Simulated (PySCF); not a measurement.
Constants of InN, step by step

State: ³Σ⁻, triplet, unpaired electrons π ↑↑. De refers to In + N. ROHF-based CCSD(T) in PySCF 2.14 with In cc-pwCVDZ-PP with ECP28, N aug-cc-pVDZ and In cc-pwCVTZ-PP with ECP28, N aug-cc-pVTZ (frozen core orbitals: 5; scalar-relativistic core potentials). Correlation energies are extrapolated as n⁻³ (n = 2, 3), Hartree–Fock as (n+1)·exp(−9√n). CV is the change on freezing 4 orbitals instead, in In cc-pwCVTZ-PP with ECP28, N cc-pwCVTZ.

```csv
Level,Re (Å),ωe (cm⁻¹),ωexe (cm⁻¹),αe (cm⁻¹),De (eV)
CCSD(T)/DZ,2.2438,414.5,2.79,0.00248,1.462
CCSD(T)/TZ,2.2157,436.3,2.86,0.00245,1.677
HF/CBS,2.1864,484.7,2.45,0.00217,0.254
MP2/CBS,2.1909,459.8,2.44,0.00226,1.638
CCSD/CBS,2.1990,455.0,2.71,0.00234,1.624
CCSD(T)/CBS,2.2083,443.0,2.82,0.00241,1.764
CCSD(T)/CBS+CV,2.2071,443.6,2.82,0.00242,1.767
```

Problem. How much is left between CCSD(T)/TZ and the basis-set limit, and how much do the triples give at the limit?

Solution. CCSD(T)/CBS less CCSD(T)/TZ: -7.4 mÅ in Re, +6.7 cm⁻¹ in ωe and +0.087 eV in De. CCSD(T)/CBS less CCSD/CBS: +9.3 mÅ in Re, -12.0 cm⁻¹ in ωe and +0.140 eV in De.

Problem. What do the later terms add?

Solution. CV: -1.2 mÅ in Re, +0.6 cm⁻¹ in ωe and +0.003 eV in De, each against the row above.

The T1 diagnostic is 0.026. The state was picked by a PBE0 search and need not be the measured ground state. Spin–orbit coupling, excitations beyond (T) and corrections to the Born–Oppenheimer picture are left out, and spin–orbit coupling matters for open p, d or f shells this heavy.

The whole job (state search and all basis sets along the bond) took about 52 min on 4 threads of Arm Neoverse V1 (shared host), peak memory 11 GiB.
